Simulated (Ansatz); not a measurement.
Al5O9H3. The state is a singlet with charge 0. Geometry r2SCAN-D4/def2-SVP.

```xyz
17

Al   -0.171   -2.073    0.927
Al    1.609   -0.151    1.076
Al    0.743    0.297   -1.563
Al   -1.625    2.304   -1.345
Al   -0.908    0.644    1.021
O     0.634    1.126    1.685
O     1.923   -0.718   -2.424
O    -1.982    1.705    0.224
O     2.841   -0.729   -1.329
O    -1.434   -0.943    1.803
O    -0.088   -0.569   -0.212
O     2.365    0.449   -0.489
O     1.425   -1.768    1.594
O    -0.234    1.587   -2.067
H    -2.484    3.393   -2.073
H    -1.851   -1.091    2.661
H    -0.763   -3.464    0.509
```

The structure holds 2 bonds between oxygen atoms, so isomers without such links may lie far lower. The restricted singlet is unstable towards broken spin symmetry in Hartree–Fock (as tested in another run); at HF/STO-3G, PBE-D4/def2-SVP, PBE-D4/def2-TZVP, B97M-V/def2-TZVP and others this wasn't settled. Another isomer (singlet) lies 7.61 eV lower at PBE0-D4/def2-TZVP; other spin states weren't run for this one.

Estimate the orbital energies around the gap (eV) in Ansatz with HF/STO-3G, PBE-D4/def2-SVP, PBE-D4/def2-TZVP, B97M-V/def2-TZVP, PBE0-D4/def2-SVP.


```
orbital  HF/STO-3G  PBE-D4/def2-SVP  PBE-D4/def2-TZVP  B97M-V/def2-TZVP  PBE0-D4/def2-SVP
 HOMO−5      -7.96            -7.59             -7.65             -8.07             -9.26
 HOMO−4      -7.65            -7.51             -7.58             -8.04             -9.19
 HOMO−3      -7.48            -7.41             -7.50             -7.96             -9.09
 HOMO−2      -7.42            -7.24             -7.30             -7.73             -8.91
 HOMO−1      -7.26            -6.94             -7.03             -7.41             -8.57
   HOMO      -7.05            -5.77             -5.85             -6.44             -7.77
   LUMO       8.29            -3.17             -3.22             -2.79             -1.89
 LUMO+1       9.80            -2.13             -2.23             -2.08             -1.22
 LUMO+2      10.25            -1.51             -1.66             -1.48             -0.55
 LUMO+3      10.77            -1.14             -1.31             -1.11             -0.31
 LUMO+4      11.21            -1.03             -1.21             -1.07             -0.09
 LUMO+5      11.77            -0.70             -0.91             -0.59              0.38
```
